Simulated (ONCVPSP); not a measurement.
# Transferability test, ONCV potential for Br (Z = 35)

- Element: Br (Z = 35)
- Generator: ONCVPSP 4.0.1
- Type: optimised norm-conserving Vanderbilt (ONCV)
- Functional: LDA (Perdew-Zunger)
- Relativity: scalar-relativistic
- Frozen core: [Ne]
- Valence charge: 25
- Reference configuration: 3s2 3p6 3d10 4s2 4p5
- Partial waves: 3s+4s: rc 0.85 bohr, ncon 4, nbas 7, qcut 11.8 1/bohr, 2 projectors; 3p+4p: rc 0.85 bohr, ncon 5, nbas 9, qcut 19.3 1/bohr, 2 projectors; 3d: rc 0.85 bohr, ncon 5, nbas 10, qcut 15.4 1/bohr, local
- Local potential: the d channel
- Core correction: none

Energies are relative to the spin-unpolarised reference configuration 3s2 3p6 3d10 4s2 4p5; without spin polarisation the order of configurations can differ from experiment.

**Question.** Give the all-electron excitation energy and the error of the potential for: 3s2 3p6 3d10 4s2 4p4; 3s2 3p6 3d10 4s2 4p3; 3s2 3p6 3d10 4s2 4p2; 3s2 3p6 3d10 4s2 4p4.5.

**Answer.**

```tsv
valence configuration	charge	ΔE all-electron (eV)	error AE − PS (meV)
3s2 3p6 3d10 4s2 4p4	+1	12.708	-0.7
3s2 3p6 3d10 4s2 4p3	+2	35.652	-2.6
3s2 3p6 3d10 4s2 4p2	+3	69.873	-6.2
3s2 3p6 3d10 4s2 4p4.5	+0.5	5.150	-0.2
```

Note: ghosts flagged at negative energy: s at -443.3 eV; no localised positive-energy state flagged. A true bound ghost makes a file unfit for plane-wave use.
